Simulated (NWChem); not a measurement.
System: SiNH4OF; SMILES N[SiH](O)F

The following NWChem deck was run.

```
start job
memory heap 200 mb stack 900 mb global 1100 mb
geometry units angstroms noautoz
  Si     0.080132     0.027625    -0.370504
  N      0.530647    -1.469806     0.282312
  O      0.960393     1.187465     0.409285
  F     -1.480102     0.440549    -0.132066
  H      0.245692    -0.014877    -1.842047
  H      0.419774    -2.338458    -0.223830
  H      0.693099    -1.605538     1.272375
  H      0.534351     2.045173     0.495988
end
basis spherical
  Si library def2-svp
  N library def2-svp
  O library def2-svp
  F library def2-svp
  H library def2-svp
end
dft
  xc b3lyp
  iterations 150
  mulliken
end
task dft energy
```

Structure relaxed at the PBE0/def2-SVP level.

Question: Give the results of this calculation. (B3LYP/def2-SVP.) Quantities: energy (Ha); highest occupied level (eV); orbital gap (eV); dipole (D).

Answer: 
```
Item                          Result
---------------------------  -------
energy (Ha)                  -521.60
highest occupied level (eV)    -7.45
orbital gap (eV)                8.61
dipole (D)                      0.87
```
